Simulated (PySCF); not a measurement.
NMR data simulated for an unnamed compound:

¹H NMR (400 MHz, computed): δ 4.35 (m, 3H), 3.11 (m, 3H), 2.56 (m, 3H).

¹³C{¹H} NMR (computed): δ 220.7 (C), 182.7 (C), 158.4 (C), 40.0 (CH3), 17.9 (CH3).

[PySCF 2.14: GIAO PBE0/pcSseg-1 shieldings; structure optimised with GFN2-xTB; gas phase; fast rotation and ring inversion assumed for equivalent nuclei; relativity neglected; one computed conformer]

Shifts are taken against calculated references (same method and geometry level): ¹H, ¹³C against TMS.

Problem. Which of these does the molecule contain: a heteroaromatic ring, a three-membered ring, a non-aromatic C=C double bond, a Si–H bond, a CH3CH2 unit, a C≡C triple bond?

Solution. 
- A heteroaromatic ring: no.
- A three-membered ring: yes.
- A non-aromatic C=C double bond: yes.
- A Si–H bond: yes (δH 4.35 (m)).
- A CH3CH2 unit: no.
- A C≡C triple bond: no.

The data belong to `CC(=O)[P@]1(=O)C(C)=C1[SiH3]`, C₅H₉O₂PSi; they needn't prove each group on their own.

Carbon signals by region: 2 in the far downfield region (above 160 ppm), 1 in the sp2 and nitrile region (100–160 ppm), 2 below 50 ppm. Above 160 ppm: 220.7, carbonyl carbon, 182.7, fully substituted alkene carbon.

Splittings by ³¹P in the carbon and heteronuclear signals aren't shown, as no couplings were computed. Shifts are as computed. Against solution values, carbons near 30 ppm lie about +3 ppm off and those near 130 ppm about +5 ppm. Of 1211 compounds with measured shifts, 218 miss one by over three times the rms of a fit or turn the order of signals round; such compounds aren't used in these exercises. Multiplicities follow the n + 1 count of equivalent neighbours, as no J values were calculated; m marks all less simple cases, F and P coupling included.
